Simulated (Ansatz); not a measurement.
Ga₁₀As₉H₂₆⁻, a nanocrystal cut from wurtzite GaAs (hydrogen-capped). Charge -1, multiplicity 1. Geometry PBE-D4/def2-SVP.

| atom | x (Å) | y (Å) | z (Å) |
| --- | --- | --- | --- |
| Ga1 | 1.9225 | 2.9599 | 2.7029 |
| As2 | 3.8084 | 2.3691 | 1.0666 |
| Ga3 | -1.5450 | 1.4208 | 3.7701 |
| As4 | -3.5328 | 1.7329 | 2.2601 |
| As5 | 0.2609 | 1.2515 | 2.0533 |
| Ga6 | -0.5139 | 1.5784 | -0.2654 |
| Ga7 | 3.6158 | 0.5334 | -0.6120 |
| As8 | 1.4730 | 1.0396 | -1.7321 |
| Ga9 | -4.2744 | 0.0002 | 0.5938 |
| As10 | -2.2547 | -0.0592 | -0.8741 |
| Ga11 | -3.1120 | 0.3358 | -3.1566 |
| Ga12 | 1.1920 | -0.7310 | -3.4317 |
| As13 | -0.9779 | -0.1258 | -4.5038 |
| Ga14 | 1.2359 | -0.9565 | 2.4123 |
| As15 | 2.9879 | -1.4509 | 0.7057 |
| As16 | -0.6416 | -2.4316 | 1.6410 |
| Ga17 | -1.4649 | -2.3634 | -0.7283 |
| Ga18 | 2.6285 | -3.5047 | -0.6893 |
| As19 | 0.6613 | -2.6635 | -1.9994 |
| H20 | 1.4897 | 4.4230 | 2.2741 |
| H21 | 2.5562 | 2.6422 | 4.1220 |
| H22 | 4.2738 | 3.5923 | 0.2739 |
| H23 | 5.1374 | 2.1402 | 1.7900 |
| H24 | -1.3562 | 2.7347 | 4.6411 |
| H25 | -1.7826 | 0.0063 | 4.4553 |
| H26 | -3.3440 | 3.0486 | 1.5093 |
| H27 | -4.7371 | 2.1875 | 3.0916 |
| H28 | -0.9412 | 3.0764 | -0.5688 |
| H29 | 4.8791 | 0.3993 | -1.5556 |
| H30 | 1.7703 | 2.2970 | -2.5515 |
| H31 | -5.5221 | 0.5670 | -0.2078 |
| H32 | -4.3788 | -1.3445 | 1.4351 |
| H33 | -3.4155 | 1.8661 | -3.4356 |
| H34 | -4.0930 | -0.8229 | -3.6162 |
| H35 | 2.3831 | -0.9036 | -4.4591 |
| H36 | -0.6490 | 1.0263 | -5.4555 |
| H37 | -1.2117 | -1.1684 | -5.5993 |
| H38 | 1.7099 | -1.3375 | 3.8736 |
| H39 | 4.2383 | -1.7482 | 1.5353 |
| H40 | -1.8406 | -2.0727 | 2.5117 |
| H41 | -0.4560 | -3.8695 | 2.1252 |
| H42 | -2.4964 | -3.5287 | -1.0173 |
| H43 | 3.8644 | -3.7079 | -1.6615 |
| H44 | 2.1118 | -4.6593 | 0.2730 |
| H45 | 0.3414 | -3.7789 | -2.9961 |

The 6-31G sets use Cartesian d functions. B3LYP takes the VWN-RPA correlation. Single mean-field runs in 6-31G, def2-SVP, def2-TZVP are fitted with def2-universal-jkfit.

Problem. Estimate the orbital energies around the gap (eV) in Ansatz with HF/6-31G, PBE-D4/def2-SVP, B3LYP-D4/6-31G, B3LYP-D4/def2-TZVP, PBE0-D4/def2-TZVP.

Solution. 
```csv
orbital,HF/6-31G,PBE-D4/def2-SVP,B3LYP-D4/6-31G,B3LYP-D4/def2-TZVP,PBE0-D4/def2-TZVP
HOMO−13,-8.05,-4.30,-5.21,-5.24,-5.46
HOMO−12,-8.01,-4.23,-5.20,-5.24,-5.43
HOMO−11,-7.79,-4.20,-5.08,-5.12,-5.33
HOMO−10,-7.65,-4.12,-4.97,-5.02,-5.23
HOMO−9,-7.62,-4.10,-4.96,-5.01,-5.22
HOMO−8,-7.56,-4.03,-4.91,-4.94,-5.15
HOMO−7,-7.45,-4.02,-4.87,-4.88,-5.11
HOMO−6,-7.37,-3.86,-4.74,-4.78,-4.99
HOMO−5,-7.21,-3.81,-4.67,-4.71,-4.91
HOMO−4,-6.68,-3.51,-4.28,-4.34,-4.54
HOMO−3,-6.61,-3.38,-4.17,-4.26,-4.43
HOMO−2,-6.31,-3.29,-4.01,-4.06,-4.27
HOMO−1,-6.29,-3.23,-3.97,-4.04,-4.22
HOMO,-6.06,-3.04,-3.77,-3.85,-4.03
LUMO,4.19,0.62,1.27,1.04,1.19
LUMO+1,4.20,0.70,1.35,1.13,1.28
LUMO+2,4.38,0.92,1.49,1.33,1.54
LUMO+3,4.39,0.94,1.51,1.36,1.55
LUMO+4,4.53,0.96,1.62,1.38,1.59
LUMO+5,4.64,1.06,1.71,1.51,1.68
```
